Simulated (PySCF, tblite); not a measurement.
C5H18Si3.
Structure used (GFN2-xTB), in Å, numbered top down from 1:
```xyz
26
C5H18Si3 angstrom
C     -2.194    0.094    1.870
C     -2.083   -0.302    0.398
Si    -2.608    1.149   -0.719
Si    -0.356   -1.027    0.013
C     -0.314   -1.715   -1.759
C      1.000    0.296    0.223
C      2.411   -0.258    0.015
Si     3.752    1.076    0.203
H     -1.520    0.917    2.100
H     -3.205    0.414    2.117
H     -1.936   -0.741    2.521
H     -2.799   -1.112    0.223
H     -3.967    1.569   -0.357
H     -1.705    2.288   -0.531
H     -2.600    0.738   -2.125
H     -0.093   -2.132    0.961
H     -1.168   -2.356   -1.953
H     -0.328   -0.917   -2.495
H      0.581   -2.304   -1.929
H      0.831    1.112   -0.483
H      0.938    0.737    1.219
H      2.585   -1.067    0.726
H      2.475   -0.708   -0.977
H      3.550    2.112   -0.813
H      5.078    0.478    0.033
H      3.654    1.680    1.535
```

Method used: PBE0/pcSseg-1 in PySCF (dipole) on a GFN2-xTB geometry, gas phase.

Masses are those of the commonest isotopes; rigid-rotor values at the optimised geometry. The values belong to one conformer with, in the numbering `[CH3:1][C@@H:2]([SiH3:3])[Si@@H:4]([CH3:5])[CH2:6][CH2:7][SiH3:8]`, C1–C2–Si4–C5 173°, C2–Si4–C6–C7 176°, Si4–C6–C7–Si8 179°.

(1) Give the principal moments of inertia and the rotational constants in MHz.

(2) What kind of rotor is it?

(3) What does the inertial defect say?

(4) Give the other two planar moments, Paa and Pbb, and the rms extents of the mass along the axes.

(5) Which lines would a microwave search look for?

Answers

(1) Ia = 308.96, Ib = 1025.60, Ic = 1088.86 u·Å²; 505379 MHz·u·Å²/I gives A = 1636, B = 492.8, C = 464.1 MHz.

(2) A near-prolate asymmetric top: κ = (2 × 492.8 − 1636 − 464.1)/(1636 − 464.1) = -0.95.

(3) Not planar: Δ = Ic − Ia − Ib = -245.70 u·Å². For a rigid frame Δ = −2 Σ m c², so Σ m c² = 122.85 u·Å² lies off the ab plane: 34.03 from hydrogen and 88.82 from heavier atoms. The atom farthest from that plane is 2.61 Å away.

(4) Paa = Σ m a² = (Ib + Ic − Ia)/2 = 902.75 and Pbb = Σ m b² = (Ia + Ic − Ib)/2 = 186.11 u·Å². With the mass M = 162.07 u, the rms extents √(P/M) along a, b and c are 2.36, 1.07, 0.87 Å.

(5) The dipole components are |μa| = 0.40 D, |μb| = 0.50 D, |μc| = 0.37 D. The squared components, which scale the intensities, stand as 0.63 : 1.00 : 0.55 (a : b : c). Some lines, for components of 0.1 D or more:

```json
{"type": "b", "branch": "R", "J(Ka,Kc)": "4(1,3) ← 3(2,2)", "MHz": "498", "lower level (cm⁻¹)": "0.346"}
{"type": "c", "branch": "Q", "J(Ka,Kc)": "2(1,2) ← 2(0,2)", "MHz": "1115", "lower level (cm⁻¹)": "0.096"}
{"type": "b", "branch": "Q", "J(Ka,Kc)": "1(1,0) ← 1(0,1)", "MHz": "1172", "lower level (cm⁻¹)": "0.032"}
{"type": "b", "branch": "Q", "J(Ka,Kc)": "2(1,1) ← 2(0,2)", "MHz": "1201", "lower level (cm⁻¹)": "0.096"}
{"type": "b", "branch": "Q", "J(Ka,Kc)": "3(1,2) ← 3(0,3)", "MHz": "1245", "lower level (cm⁻¹)": "0.191"}
{"type": "b", "branch": "Q", "J(Ka,Kc)": "4(1,3) ← 4(0,4)", "MHz": "1307", "lower level (cm⁻¹)": "0.319"}
{"type": "c", "branch": "R", "J(Ka,Kc)": "1(1,0) ← 0(0,0)", "MHz": "2128", "lower level (cm⁻¹)": "0.000"}
{"type": "a", "branch": "R", "J(Ka,Kc)": "3(2,2) ← 2(2,1)", "MHz": "2871", "lower level (cm⁻¹)": "0.250"}
{"type": "b", "branch": "R", "J(Ka,Kc)": "2(1,2) ← 1(0,1)", "MHz": "3028", "lower level (cm⁻¹)": "0.032"}
{"type": "c", "branch": "R", "J(Ka,Kc)": "2(1,1) ← 1(0,1)", "MHz": "3114", "lower level (cm⁻¹)": "0.032"}
{"type": "b", "branch": "R", "J(Ka,Kc)": "3(1,3) ← 2(0,2)", "MHz": "3942", "lower level (cm⁻¹)": "0.096"}
{"type": "b", "branch": "R", "J(Ka,Kc)": "2(2,0) ← 1(1,1)", "MHz": "5400", "lower level (cm⁻¹)": "0.070"}
{"type": "c", "branch": "R", "J(Ka,Kc)": "4(2,2) ← 3(1,2)", "MHz": "7221", "lower level (cm⁻¹)": "0.233"}
{"type": "c", "branch": "R", "J(Ka,Kc)": "4(4,0) ← 3(3,0)", "MHz": "11929", "lower level (cm⁻¹)": "0.539"}
```

Its GFN2-xTB frequencies are all real (lowest 24 cm⁻¹). These are rigid-rotor constants of the computed structure; measured ground-state constants (B0) also hold zero-point vibration. A rigid rotor knows nothing of internal rotation, which can split or shift real lines.

On one thread, Intel Xeon at 2.50 GHz (x86_64) (shared host), this took 3.3 min wall, 2.8 min CPU and 1.3 GiB of memory at its peak. This is the PBE0/pcSseg-1 job that gave the dipole, with the shieldings it also computed.
